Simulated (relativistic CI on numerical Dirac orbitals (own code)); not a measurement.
Hyperfine structure of Ag⁴⁵⁺, mass number 107

Calculated at this level of theory: Dirac-Coulomb-Breit CI, KLI orbitals optimised for each configuration, model QED (radiative potential, 1s self-energy scaled to tabulated hydrogen-like ionisation energies), unscaled Slater integrals (own radial code, finite nucleus).

Configuration list: 1s², 1s2s, 1s2p, 1s3s, 1s3p, 1s3d, 1s4s, 1s4p, 1s4d, 1s4f, 1s5s, 1s5p, 1s5d, 1s5f, 1s5g, 1s6s, 1s6p, 1s6d. Levels of other configurations are missing.

Nuclear spin I = 1/2, μ = -0.11352 μN (tables of Stone and Pyykkö). The electronic factors are computed for point nuclear moments, without core polarisation or the Bohr-Weisskopf and QED corrections.

```tsv
Level	E (10³ cm⁻¹)	A (GHz)
1s2s ³S1	181816	-4035
1s2p ³P°1	182343	-3697
1s2p ³P°2	184045	-1822
1s2p ¹P°1	184292	1698
1s3s ³S1	215971	-3711
1s3p ³P°1	216115	-3600
1s3p ³P°2	216621	-1798
1s3d ³D2	216682	-1795
```

Levels with J = 0, under 50 % of one LS term, or S terms without an open s electron are left out. Small factors come from cancelling terms and can be off by tens of per cent or more.

At this charge energies of transitions that change n are usually good to better than 1 %, and those within a shell (Δn = 0) to a few per cent.

(1) Give the hyperfine levels of 1s2s ³S1 relative to its centre of gravity.

Results:

(1) With K = F(F + 1) − I(I + 1) − J(J + 1), E = AK/2: F = 1/2: 4035, F = 3/2: -2018 GHz.

LS names give the leading component of a level, which can be under half, so a name can repeat, a term be missing and a line seem to break the LS rules.
